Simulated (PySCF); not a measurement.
**Excitation energies in several basis sets**

Compound: C3H5ClOSi.
Z-matrix (Å and degrees, PBE0-D3(BJ)/def2-SVP geometry), rows numbered from 1:
```
O 
Si  1  1.6596
C   2  1.9059  1  121.30
C   3  1.5163  2   85.23  1   121.98
C   4  1.3513  3  107.38  2    -5.19
Cl  5  1.7146  2  140.69  1    63.33
H   1  0.9619  2  117.15  3   -50.56
H   2  1.4856  1  104.11  3  -134.16
H   3  1.1028  2  116.06  1     8.15
H   3  1.1025  2  117.96  1  -122.58
H   4  1.0982  3  125.78  2   173.54
```

TDDFT with PBE0 (PySCF), vertical singlets, core orbitals frozen in the response, spherical d and f functions. The structure is a single PBE0-D3(BJ)/def2-SVP conformer in the gas phase; no vibrational or solvent corrections.

| basis | functions | diffuse | S1 (eV) | S2 (eV) | S3 (eV) | S4 (eV) | S5 (eV) | LUMO (eV) | α (au) |
| --- | --- | --- | --- | --- | --- | --- | --- | --- | --- |
| 6-31G* | 102 | no | 6.08 | 6.34 | 6.46 | 7.13 | 7.51 | -0.30 | 61.9 |
| def2-SVP | 117 | no | 5.93 | 6.24 | 6.39 | 7.43 | 7.58 | -0.44 | 62.8 |
| 6-31+G* | 126 | yes | 5.90 | 5.99 | 6.30 | 6.53 | 6.63 | -0.73 | 70.9 |
| def2-SVPD | 174 | yes | 5.89 | 6.01 | 6.27 | 6.83 | 6.87 | -0.76 | 76.7 |
| aug-cc-pVDZ | 191 | yes | 5.84 | 5.92 | 6.24 | 6.40 | 6.52 | -0.76 | 77.7 |
| def2-TZVP | 228 | no | 5.86 | 6.02 | 6.26 | 6.96 | 7.11 | -0.66 | 72.3 |
| def2-TZVPD | 285 | yes | 5.81 | 5.91 | 6.21 | 6.58 | 6.59 | -0.77 | 78.1 |

Q: How much do these states and the polarisability depend on the basis?

A: States are compared by their number. Against the largest diffuse basis here (def2-TZVPD, itself not a converged limit), sets without diffuse functions differ by up to 0.26 eV in S1 and 0.99 eV in S5; the smaller diffuse sets differ by up to 0.09 and 0.28 eV. State by state, the largest deviation of a set without diffuse functions is S1 0.26, S2 0.43, S3 0.25, S4 0.84, S5 0.99 eV. The same number needn't mean the same state in each row. Against def2-TZVPD the polarisability deviates by -21% in 6-31G*, -19% in def2-SVP, -9% in 6-31+G*, -2% in def2-SVPD, 0% in aug-cc-pVDZ, -7% in def2-TZVP. A single + in a Pople set puts diffuse functions on heavy atoms only.
